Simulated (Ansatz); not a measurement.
Species: CrH (charge 0, sextet). The spin state was set by rule; other spins were not relaxed. 
Coordinates optimised at B3LYP-D3(BJ)/def2-TZVP (Ansatz, a first-principles code):
```
Cr
H 1 1.6625
```
Charge 0, spin multiplicity 6.

Basis-set convergence of Hartree-Fock and MP2 correlation energies (hartree) with Ansatz. Correlated levels leave the core frozen unless marked. Open shells are spin-unrestricted. Spin-orbit coupling is left out. Frozen are the shells of the preceding noble gas and the d and f shells that filled before the atom's block. Non-relativistic.

The T1 diagnostic of CCSD in the largest basis is 0.148, which is high, so the coupled-cluster rows are less sure than usual.

```
basis       functions        E(HF)  E(corr, MP2)
----------  ---------  -----------  ------------
def2-SVP           36  -1043.73169      -0.08089
def2-TZVPP         78  -1043.87279      -0.10627
def2-QZVPP        123  -1043.89495      -0.11428
```

Extrapolating the two largest sets (X = 3 and 4) as X^-3: E(corr) = (64·(-0.11428) - 27·(-0.10627))/37 = -0.1201 Eh, an estimate of the basis-set limit. The largest set recovers 95.1 % of it, the smallest 67.3 %.
